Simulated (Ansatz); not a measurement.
C3H7AlO2, relaxed with RKS PBE-D4/def2-SVP in Ansatz from a rough embedded geometry. The force threshold is 0.03 eV/Å; the program also tests the step.

Charge 0, multiplicity 1. The bonds changed during the relaxation, so this is another structure than the one it started from.

Start:

```xyz
13

O    -2.557    1.007   -0.253
Al   -1.734   -0.117    0.847
C     0.242   -0.341    0.740
C     0.871   -0.675   -0.615
C     1.496    0.692   -0.417
O     0.947    0.876    0.868
H    -2.747    0.510   -1.083
H    -2.559   -0.987    1.884
H     0.666   -1.071    1.544
H     1.536   -1.470   -0.629
H     0.067   -0.575   -1.424
H     1.172    1.488   -1.087
H     2.600    0.663   -0.375
```

Q: By how much does the energy fall, and how many steps does the optimiser take? (Best estimate.)

A: Computed: 1.05 eV, in 22 steps, 2 of them rejected.

Q: Which bonds change most? (An estimate is asked.)

A: Ansatz gave: Al2–O6 from 2.859 to 2.008 Å; C3–O6 from 1.412 to 1.585 Å; C4–H10 from 1.036 to 1.108 Å; C5–O6 from 1.409 to 1.474 Å.

Q: Give the relaxed structure. (An estimate is asked.)

A: Computed: 
```xyz
13

O    -2.074    0.561   -0.716
Al   -1.468   -0.053    0.791
C     0.245   -0.984    0.615
C     1.041   -0.759   -0.684
C     1.089    0.736   -0.328
O     0.440    0.546    0.982
H    -2.848    1.146   -0.733
H    -2.266    0.086    2.163
H     0.731   -1.608    1.389
H     2.037   -1.243   -0.706
H     0.503   -1.003   -1.621
H     0.477    1.398   -0.974
H     2.095    1.176   -0.179
```
